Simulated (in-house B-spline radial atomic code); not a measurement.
The numbers below are computed, except where a source is named.
# Stopping and range of 1 keV Sb in Si

The pair potential comes from two frozen, spherical free-atom densities (PBE, B-spline radial code, scalar-relativistic past argon): electrostatics plus the change in Thomas-Fermi kinetic and Dirac exchange energy where they overlap, the recipe behind the universal ZBL potential, which averages such potentials (from solid-state densities) over many pairs. It is written V = (Z1 Z2 e²/r) φ(r/a), with e² = 14.3996 eV·Å and a = 0.46850 Å/(Z1^0.23 + Z2^0.23); ZBL's fit is φ = 0.18175 e^(−3.1998x) + 0.50986 e^(−0.94229x) + 0.28022 e^(−0.4029x) + 0.02817 e^(−0.20162x). Where φ falls below 4e-4 it is continued as an exponential.

The target is taken as amorphous, with density 2.329 g/cm³ (NSM archive of the Ioffe Institute); channelling is ignored. Masses: Sb 121.76, Si 28.09 u. Nuclear stopping is S_n = 4π a Z1 Z2 e² M1/(M1 + M2) × s_n(ε), with s_n integrated over impact parameters for each pair. Electronic stopping is Lindhard and Scharff's S_e = Z1^(1/6) 8π e² a0 Z1 Z2/(Z1^(2/3) + Z2^(2/3))^(3/2) × v/v0, with a0 = 0.529177 Å and v = v0 at 24.801 keV/u; it misses the oscillations with Z1 seen in experiment, which reach tens of per cent. Compounds add by atom fraction.

```
target atom    a (Å)  ε at this energy  s_n, this pair  s_n, ZBL potential
         Si  0.10882          0.001984         0.08238             0.07939
```

Problem. What are the atom density and the stopping powers at entry?

Solution. N = 2.329 × 0.602214/28.09 = 0.04993 atoms/Å³. For Si: S_n = 11420 × 0.08238 = 941.1 eV·Å², S_e = 1.7515 × √1000 = 55.39 eV·Å². Averaged over the target's atoms and times N × 10 Å/nm, the ion loses N S_n = 470 eV/nm to recoils and N S_e = 27.7 eV/nm to electrons; the nuclear share is 94 %.

Along the track:

```
E (keV)  N S_n (eV/nm)  N S_e (eV/nm)
   0.05           83.6           6.18
   0.15            168           10.7
    0.3            251           15.1
    0.5            330           19.6
   0.75            407           23.9
      1            470           27.7
```

Problem. Estimate the path length and the projected range.

Solution. With continuous slowing down the path is the integral of dE/(N (S_n + S_e)). Trapezoids over the table give 3.39 nm, and the stretch below the first row, with stopping taken as √E, adds 2E/(N S) = 1.1 nm: 4.5 nm in all, against 4.15 nm on a fine grid from 5 eV, a cut that itself drops some per cent of so short a path. Deflections shorten the depth: to first order in the energy passed on, N (S_n + S_e) dR_p/dE = 1 − N S_n (M2/M1) R_p/(2E), summed over the target's atoms, and integrating this on the fine grid gives R_p = 3.45 nm, 0.83 of the path. Lindhard's rule of thumb R/(1 + M2/3M1), with mean M2/M1 = 0.23, gives 3.85 nm. On the ZBL potential the same equation gives 3.56 nm, and the full integral equation, which keeps hard collisions, 3.54 nm.
